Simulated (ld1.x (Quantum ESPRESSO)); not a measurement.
An all-electron radial function and its pseudo partner (Os)

Columns: radius, all-electron u(r) and pseudo u(r) of the 5d shell (level -34.98 eV) of osmium in the configuration [Xe] 4f14 5d5 6s0 6p0; PBE, scalar-relativistic, TM scheme, ld1.x (Quantum ESPRESSO) 7.5.

| r (bohr) | all-electron | pseudo |
| --- | --- | --- |
| 0.118 | 0.2683 | 0.0032 |
| 0.235 | -0.1314 | 0.0243 |
| 0.353 | -0.4031 | 0.0771 |
| 0.470 | -0.3032 | 0.1657 |
| 0.588 | -0.0312 | 0.2871 |
| 0.705 | 0.2562 | 0.4263 |
| 0.822 | 0.4961 | 0.5666 |
| 0.940 | 0.6726 | 0.6915 |
| 1.058 | 0.7867 | 0.7867 |
| 1.175 | 0.8485 | 0.8457 |
| 1.292 | 0.8712 | 0.8704 |
| 1.410 | 0.8649 | 0.8659 |
| 1.528 | 0.8382 | 0.8396 |
| 1.645 | 0.7985 | 0.7994 |
| 1.763 | 0.7500 | 0.7503 |
| 1.880 | 0.6973 | 0.6974 |
| 1.998 | 0.6423 | 0.6423 |
| 2.115 | 0.5878 | 0.5878 |
| 2.232 | 0.5347 | 0.5347 |
| 2.350 | 0.4834 | 0.4834 |
| 2.468 | 0.4352 | 0.4352 |
| 2.585 | 0.3906 | 0.3906 |
| 2.702 | 0.3493 | 0.3493 |
| 2.820 | 0.3111 | 0.3111 |
| 2.938 | 0.2764 | 0.2764 |
| 3.055 | 0.2451 | 0.2451 |

Q: How many radial nodes do the two functions have?

A: The all-electron 5d function has n − l − 1 = 2; the pseudo-wave has 0, since the states of the same l below it are removed with the core.

Q: At about which radius was the pseudo-wave matched?

A: 2.10 bohr. The columns agree to 0.0005 from 1.76 bohr on; several derivatives are matched, so the curves merge somewhat inside the radius.

Q: Is the pseudo-wave norm-conserving?

A: Yes: the TM scheme keeps the norm inside the radius equal to the all-electron one, which fixes the energy derivative of the logarithmic derivative at the level.
